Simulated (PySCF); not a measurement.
# Bond curve of CuS

Set-up: Cu def2-TZVPP, S def2-TZVPP; no relativity (PySCF 2.14). Energies in eV from Cu (3d10 4s1) + S in their ground configurations at the same level. State: ²Π (doublet), unpaired electrons π ↑.

```tsv
R (Å)	revPBE	MN15	BHandHLYP
1.798	-2.057	-2.001	-1.394
1.882	-2.513	-2.461	-1.908
1.966	-2.751	-2.710	-2.209
2.028	-2.829	-2.798	-2.334
2.091	-2.843	-2.823	-2.393
2.154	-2.811	-2.799	-2.402
2.237	-2.715	-2.714	-2.354
2.342	-2.543	-2.548	-2.229
2.467	-2.295	-2.297	-2.018
2.635	-1.943	-1.929	-1.687
```

Q: Put a parabola through the three lowest points of the revPBE curve and estimate Re, k and ωe (reduced mass 21.2 u; 1 eV/Å² = 0.16022 mdyn/Å; ωe = 1302.8·√(k/μ) cm⁻¹).

A: Through R = 2.028, 2.091, 2.154 Å the second-order coefficient is 5.79 eV/Å², so Re ≈ 2.079 Å, k ≈ 1.86 mdyn/Å and ωe ≈ 386 cm⁻¹. A polynomial fit of higher order to the unrounded revPBE energies gives Re = 2.076 Å, k = 2.04 mdyn/Å, ωe = 404 cm⁻¹; anharmonicity and rounding make the difference.

The higher-order fit for each curve: revPBE: Re = 2.076 Å, ωe = 404 cm⁻¹, De = 2.84 eV; MN15: Re = 2.089 Å, ωe = 395 cm⁻¹, De = 2.82 eV; BHandHLYP: Re = 2.134 Å, ωe = 370 cm⁻¹, De = 2.40 eV.

With d or f electrons several states lie close, and the lowest PBE0 determinant need not be the measured ground state.
